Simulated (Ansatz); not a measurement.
Coupled-cluster diagnostics for AlB₆ (the lowest doublet isomer of a short search), Ansatz.

Geometry of the doublet (r2SCAN-D4/def2-SVP):

Cartesian coordinates in Å:
```
Al 0.8764 -1.3732 0.1351
B 0.6264 1.1638 0.8211
B -1.1964 -1.1814 0.3063
B -1.2424 -0.1987 -0.9160
B 0.0699 0.6995 -0.8369
B 1.6002 0.5490 -0.2444
B -0.7341 0.3411 0.7348
```

Correlated methods freeze 11 core orbitals. The structure comes from a short search, and lower isomers may exist.

(1) Estimate the CCSD(T) correlation energy, the shares of MP2 and (T), T1 and the reference's ⟨S²⟩ for: charge 0, doublet, own geometry in def2-TZVPP; charge 1, singlet, vertical in def2-TZVPP; and the rough time on 2 threads of AMD EPYC 7R13 on a shared host and a share (18 GiB) of an NVIDIA H100 80GB HBM3.

Answers

(1) 
| state | basis | correlation (eV) | MP2 share (%) | (T) share (%) | T1 | ⟨S²⟩ (pure) | wall time | remarks |
| --- | --- | --- | --- | --- | --- | --- | --- | --- |
| charge 0, doublet, own geometry | def2-TZVPP | -19.483 | 88.5 | 8.4 | 0.066 | 1.41 (0.75) | 12 s | large T1, spin-contaminated |
| charge 1, singlet, vertical | def2-TZVPP | -18.811 | 91.1 | 8.3 | 0.029 | 0.00 (0.00) | 8 s | large T1, restricted SCF unstable |
Customary marks for T1 are 0.02 (closed shells), 0.045 (open shells) and about 0.05 (3d metals). T1 exceeds 0.02 in 2 of 2 rows and 0.045 in 1; the higher it lies, the less the single-reference result can be trusted.
